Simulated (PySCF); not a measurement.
**Ionisation energy of S⁺ by level of theory**

S⁺ [Ne] 3s2 3p3 (4S) → S²⁺ [Ne] 3s2 3p2 (3P), as a difference of total energies. All numbers are calculated (PySCF 2.14, no relativity, point nucleus, in aug-cc-pwCVDZ (6s5p3d, 36 functions)). Correlated levels: nothing frozen. The calculations carry no spin-orbit coupling.

```
                 method  ionisation energy (eV)
                    UHF                  22.726
    MP2 (all electrons)                  23.204
SCS-MP2 (all electrons)                  23.037
   CCSD (all electrons)                  23.115
CCSD(T) (all electrons)                  23.123
```

Question: How much does correlation contribute at CCSD(T) (all electrons)?

Answer: 23.123 − (22.726) = 0.397 eV, measured against UHF.

A first-order spin-orbit estimate (lowest level to lowest level, LS coupling) adds -0.061 eV.

Errors of the correlated levels include the incompleteness of this basis.

For comparison: 23.338 eV (measured; NIST Atomic Spectra Database, ionization energies).
